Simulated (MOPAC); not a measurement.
MOPAC input (PM3):

```
PM3 PRECISE GNORM=0.05 LET XYZ GEO-OK AUX(PRECISION=9) THREADS=1
IIn

In   -0.00000000 1   -0.00000000 1   -1.45691039 1
I     0.00000000 1    0.00000000 1    1.34695489 1
```

Output:

```
 *******************************************************************************
 **                                                                           **
 **                              MOPAC v23.2.5                                **
 **                                                                           **
 *******************************************************************************
 ** MOPAC's Digital Object Identifier: https://doi.org/10.5281/zenodo.6511958 **
 **                                                                           **
 ** Please cite the open-source release paper for use of this MOPAC version:  **
 ** J. E. Moussa and J. J. P. Stewart (2026)                                  **
 ** MOPAC: An open-source semiempirical molecular orbital program             **
 ** J. Open Source Softw., 11(119), 8025, https://doi.org/10.21105/joss.08025 **
 *******************************************************************************

                              PM3 CALCULATION RESULTS

 *******************************************************************************
 *  PM3        - The PM3 Hamiltonian to be used
 *  GEO-OK     - OVERRIDE INTERATOMIC DISTANCE AND OTHER SAFETY CHECKS
 *  LET        - OVERRIDE SOME SAFETY CHECKS
 *  PRECISE    - TIGHTER CRITERIA TO BE USED
 *  XYZ        - CARTESIAN COORDINATE SYSTEM TO BE USED
 *  GNORM      - EXIT WHEN GRADIENT NORM DROPS BELOW 0.050
 *  AUX        - OUTPUT AUXILIARY INFORMATION
 *******************************************************************************
PM3 PRECISE GNORM=0.05 LET XYZ GEO-OK AUX(PRECISION=9) THREADS=1
 IIn

   ATOM   CHEMICAL          X               Y               Z
  NUMBER   SYMBOL      (ANGSTROMS)     (ANGSTROMS)     (ANGSTROMS)

     1      In         -0.00000000  *  -0.00000000  *  -1.45691039  *
     2       I          0.00000000  *   0.00000000  *   1.34695489  *

          CARTESIAN COORDINATES

    NO.       ATOM           X           Y           Z

     1        In         -0.0000     -0.0000     -1.4569
     2         I          0.0000      0.0000      1.3470

 In: (PM3): J. J. P. STEWART, J. COMP. CHEM. 12, 320-341 (1991).
  I: (PM3): J. J. P. STEWART, J. COMP. CHEM. 10, 209 (1989).

           Empirical Formula: In I  =     2 atoms

      MOLECULAR POINT GROUP   :   C*v

      RHF CALCULATION, NO. OF DOUBLY OCCUPIED LEVELS = 5

          Geometry optimization using EF

          DIAGONAL MATRIX USED AS START HESSIAN

 CYCLE:     1  GRAD.:    35.751 HEAT: -6.040008
 CYCLE:     2  GRAD.:    40.024 HEAT: -4.599053
 CYCLE:     3  GRAD.:     8.831 HEAT: -7.117903
 CYCLE:     4  GRAD.:     4.299 HEAT: -7.182000
 CYCLE:     5  GRAD.:     0.173 HEAT: -7.199965
 CYCLE:     6  GRAD.:     0.004 HEAT: -7.199996

     GRADIENT =  0.00412 IS LESS THAN CUTOFF =  0.05000

 -------------------------------------------------------------------------------
 PM3 PRECISE GNORM=0.05 LET XYZ GEO-OK AUX(PRECISION=9) THREADS=1
 IIn

     GEOMETRY OPTIMISED USING EIGENVECTOR FOLLOWING (EF).
     SCF FIELD WAS ACHIEVED

                              PM3 CALCULATION
                                                       MOPAC v23.2.5 Linux

          FINAL HEAT OF FORMATION =         -7.20000 KCAL/MOL =     -30.12479 KJ/MOL

          COSMO AREA              =        103.68 SQUARE ANGSTROMS
          COSMO VOLUME            =         90.91 CUBIC ANGSTROMS

          GRADIENT NORM           =          0.00412          =       0.00291 PER ATOM
          IONIZATION POTENTIAL    =          9.088889 EV
          HOMO LUMO ENERGIES (EV) =         -9.089 -1.907
          NO. OF FILLED LEVELS    =          5
          MOLECULAR WEIGHT        =        241.7245         POINT GROUP:  C*v

          MOLECULAR DIMENSIONS (Angstroms)

            Atom       Atom       Distance
            I     2   In     1     2.71050
            I     2   In     1     0.00000
           In     1    I     2     0.00000

          SCF CALCULATIONS        =          7

   ATOM   CHEMICAL          X               Y               Z
  NUMBER   SYMBOL      (ANGSTROMS)     (ANGSTROMS)     (ANGSTROMS)

     1      In          0.00000000  *   0.00000000  *  -1.41022768  *
     2       I         -0.00000000  *   0.00000000  *   1.30027218  *

                             CARTESIAN COORDINATES

   1   In        0.000000000     0.000000000    -1.410227676
   2    I       -0.000000000     0.000000000     1.300272176

           Empirical Formula: In I  =     2 atoms

      MOLECULAR POINT GROUP   :   C*v

                  EIGENVALUES
 -15.01014 -12.57371 -12.57371 -12.22647  -9.08889  -1.90686  -1.90686  -1.11437

              NET ATOMIC CHARGES AND DIPOLE CONTRIBUTIONS

  ATOM NO.   TYPE          CHARGE      No. of ELECS.   s-Pop       p-Pop
    1         In           0.443008        2.5570     1.98595     0.57104
    2          I          -0.443008        7.4430     1.57179     5.87122
 DIPOLE           X         Y         Z       TOTAL
 POINT-CHG.     0.000    -0.000    -5.768     5.768
 HYBRID        -0.000    -0.000     0.993     0.993
 SUM           -0.000    -0.000    -4.775     4.775

          ATOMIC ORBITAL ELECTRON POPULATIONS

     Atom    s        px        py        pz
    1 In   1.98595   0.01925   0.01925   0.53253
    2  I   1.57179   1.98075   1.98075   1.90973

 **********************
 *                    *
 * JOB ENDED NORMALLY *
 *                    *
 **********************

 == MOPAC DONE ==
```

The geometry given is a B3LYP-D3(BJ)/def2-TZVP minimum.
